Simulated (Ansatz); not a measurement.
CuO₂. Charge 0, multiplicity 4. Geometry r2SCAN-D4/def2-TZVP; atoms count from 1.

```xyz
3

Cu   -0.5812    0.6275   -1.0066
O     0.6669    0.1835    0.5964
O    -0.0856   -0.8110    0.4103
```

The structure holds one bond between oxygen atoms, so isomers without such links may lie far lower. At PBE0-D4/def2-TZVP a doublet of charge 0 lies 0.73 eV below the quartet, each at its own geometry. The structure comes from a short search, and lower isomers may exist.

(1) Estimate the Mulliken populations from the PBE0/def2-TZVP orbitals of Ansatz.

(2) Where does the spin sit?

(3) And the Mayer bond orders between heavy atoms (over 0.3)?

## Answers

(1) 
| atom | charge (e) | spin (α − β) | d electrons |
| --- | --- | --- | --- |
| Cu1 | 0.06 | 1.33 | 9.68 |
| O2 | -0.03 | 0.84 | – |
| O3 | -0.03 | 0.84 | – |
Mulliken values depend strongly on the basis.

(2) Summed by element: Cu 1.33, O 1.67, of 3 unpaired in all. Largest on single atoms: Cu1 1.33, O2 0.84, O3 0.84.

(3) Cu1–O2 0.37 (2.08 Å); Cu1–O3 0.37 (2.08 Å); O2–O3 1.47 (1.26 Å).
